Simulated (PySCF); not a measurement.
The 19-electron isoelectronic series, non-relativistic

All values are computed (PySCF 2.14, energy differences of UHF-based or UKS calculations, no spin-orbit coupling). Each ion has its own even-tempered basis scaled to its charge (22s16p6d6f for the first); frozen: [Ne]. Ionisation energies in eV, correlation energies of the ion in mhartree.

```
  ion  configuration     UHF     LDA     PBE    PBE0  r2SCAN  MP2 (outer shells)  E_corr MP2  NIST (with spin-orbit, Breit and QED)
  Ca⁺  [Ar] 4s1 (2S)  11.314  12.115  11.990  11.875  11.673              11.793      -254.8                                 11.872
Ge¹³⁺  [Ar] 3d1 (2D)  407.57  409.02  409.10  409.05  409.30              407.88      -365.3                            407 ± 3 (t)
Se¹⁵⁺  [Ar] 3d1 (2D)  517.91  519.35  519.49  519.44  519.76              518.16      -377.0                            517 ± 3 (t)
Kr¹⁷⁺  [Ar] 3d1 (2D)  640.45  641.88  642.09  642.03  642.37              640.65      -388.2                            640 ± 3 (t)
Sr¹⁹⁺  [Ar] 3d1 (2D)  775.20  776.61  776.87  776.81  777.20              775.33      -398.6                            774 ± 4 (t)
Zr²¹⁺  [Ar] 3d1 (2D)  922.10  923.47  923.80  923.74  924.18              922.16      -409.3                            922 ± 4 (t)
Mo²³⁺  [Ar] 3d1 (2D)  1081.2  1082.5  1082.9  1082.8  1083.3              1081.2      -419.4                           1082 ± 4 (t)
Ru²⁵⁺  [Ar] 3d1 (2D)  1252.4  1253.7  1254.1  1254.1  1254.5              1252.3      -429.4                           1253 ± 4 (t)
Pd²⁷⁺  [Ar] 3d1 (2D)  1435.7  1437.0  1437.5  1437.4  1437.9              1435.6      -439.4                           1438 ± 4 (t)
Cd²⁹⁺  [Ar] 3d1 (2D)  1631.2  1632.5  1633.0  1632.9  1633.5              1631.0      -448.7                           1635 ± 4 (t)
```

Each ion has its own basis, which adds noise of up to about 0.1 % along the series.

NIST values marked (s) are semi-empirical, (t) theoretical. Open shells are high-spin determinants of the terms that Hund's rules give.

All relativistic terms are absent from the calculated values; where these lie close to NIST, scalar and spin-orbit shifts of opposite sign can cancel.
